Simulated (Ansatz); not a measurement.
`NC[NH][GaH][Cl]` and `CCNCN` differ in one atom or group.

Ansatz, PBE0-D4/def2-TZVP geometries, multiplicity 1. Each molecule was computed in one conformer, which needn't be the lowest.

Scalar relativity is left out up to krypton.

| property | `NC[NH][GaH][Cl]` |
| --- | --- |
| HOMO–LUMO gap (ωB97M-V/def2-TZVPP) / eV | 10.17 |
| size of the dipole moment (ωB97M-V/def2-TZVPP) / D | 1.32 |
| HOMO–LUMO gap (B3LYP/def2-TZVPP) / eV | 5.67 |
| LUMO energy (ωB97M-V/def2-TZVPP) / eV | 0.86 |
| LUMO energy (B3LYP/def2-TZVPP) / eV | -1.07 |
| HOMO energy (ωB97M-V/def2-TZVPP) / eV | -9.31 |

Q: Give the same properties after the change, and the shifts. (Best estimate.)

A: Ansatz gave: 
```
                                          property  `CCNCN`  shift
           HOMO–LUMO gap (ωB97M-V/def2-TZVPP) / eV    11.31   1.14
size of the dipole moment (ωB97M-V/def2-TZVPP) / D     1.09  -0.23
             HOMO–LUMO gap (B3LYP/def2-TZVPP) / eV     6.97   1.30
             LUMO energy (ωB97M-V/def2-TZVPP) / eV     2.63   1.77
               LUMO energy (B3LYP/def2-TZVPP) / eV     0.87   1.94
             HOMO energy (ωB97M-V/def2-TZVPP) / eV    -8.68   0.63
```

With PBE0 the HOMO rises by 0.66 eV and the LUMO rises by 2.04 eV, so the gap widens by about 1.38 eV. PBE moves the HOMO by 0.71 eV and ωB97M-V by 0.63 eV. Dipoles are sizes alone; their direction can turn.

B3LYP here is the variant with VWN-RPA as its local correlation; programs differ in this.
